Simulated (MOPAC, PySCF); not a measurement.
C4H6S, SMILES `C=C=CSC`, neutral singlet in the gas phase. 

Cartesian coordinates (Å):
```xyz
11

C      1.8196     0.4103     0.7984
C      1.0936    -0.4246     0.1141
C      0.3665    -1.2600    -0.5712
S     -1.3192    -1.0744    -1.0035
C     -1.6905     0.5096    -0.2561
H      1.8932     0.3437     1.8806
H      2.3889     1.1980     0.3122
H      0.7961    -2.1869    -0.9403
H     -1.0660     1.2952    -0.6829
H     -1.5442     0.4721     0.8239
H     -2.7379     0.7171    -0.4752
```
Charge 0, spin multiplicity 1.

All levels are single points at this geometry (PBE0-D3(BJ)/def2-TZVP); Pople sets use spherical d functions. Orbital energies aren't observables, and empty levels follow the basis.

PM6 in MOPAC gives HOMO (eV) = -8.38.

### Question
Estimate the HOMO (eV) from each of these levels: ωB97X-D3(BJ)/def2-TZVP in PySCF; B3LYP/3-21G in PySCF; B3LYP/6-311+G** in PySCF; BP86/6-31G* in PySCF; HF/STO-3G in PySCF.

### Answer

| level | HOMO (eV) |
|---|---|
| ωB97X-D3(BJ)/def2-TZVP in PySCF | -8.37 |
| B3LYP/3-21G in PySCF | -5.75 |
| B3LYP/6-311+G** in PySCF | -5.93 |
| BP86/6-31G* in PySCF | -4.88 |
| HF/STO-3G in PySCF | -6.22 |
